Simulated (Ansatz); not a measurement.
`[SiH3][InH2]` + `[SiH3]N[SiH3]` → `[SiH3][N]([SiH3])[InH2]` + SiH₄  (cleavage of the In–Si bond)

Computed with Ansatz on PBE0-D4/def2-TZVP structures; ΔE is electronic, products minus reactants. CCSD(T)/CBS is the MP2 limit (def2-TZVPP, def2-QZVPP) plus CCSD(T) − MP2 in def2-TZVPP, frozen cores. This one scheme is used for every species. Functionals use def2-TZVPP. HSE06 is defined as in plane-wave codes. Elements past krypton have def2 core potentials. For In outer-core shells are correlated without core-valence functions, which leaves a few kJ/mol of doubt a bond.

```
             level  ΔE (kJ/mol)  difference from CCSD(T)/CBS
            PBE-D4         -4.1                         20.3
         revPBE-D4         -6.9                         17.5
           BLYP-D4        -15.1                          9.3
          BHLYP-D4        -13.1                         11.3
           ωB97M-V        -11.6                         12.8
            B2PLYP        -13.9                         10.5
               PBE          2.1                         26.5
            revPBE          5.5                         29.9
            r2SCAN         -9.3                         15.1
              PBE0          3.5                         27.9
             HSE06          3.3                         27.7
      MP2/def2-SVP        -29.3                         -4.9
    MP2/def2-QZVPP        -30.6                         -6.2
SCS-MP2/def2-QZVPP        -28.8                         -4.4
      HF/CBS(def2)         -6.0                         18.4
     MP2/CBS(def2)        -31.3                         -6.9
       CCSD(T)/CBS        -24.4                            0
```

Largest T1 diagnostic among the species: 0.015.

Leaving LDA and LC-ωPBE aside and taking each functional with its dispersion term where it has one, the values, not all of them listed here, spread over 13.1 kJ/mol, from BLYP-D4 to HSE06-D4. LDA lies −5.1 kJ/mol from PBE without D4. In def2-TZVPP, CCSD(T) changes the Hartree–Fock value by −17.2 kJ/mol (the triples alone add −4.7 kJ/mol) and MP2 by −24.0 kJ/mol.
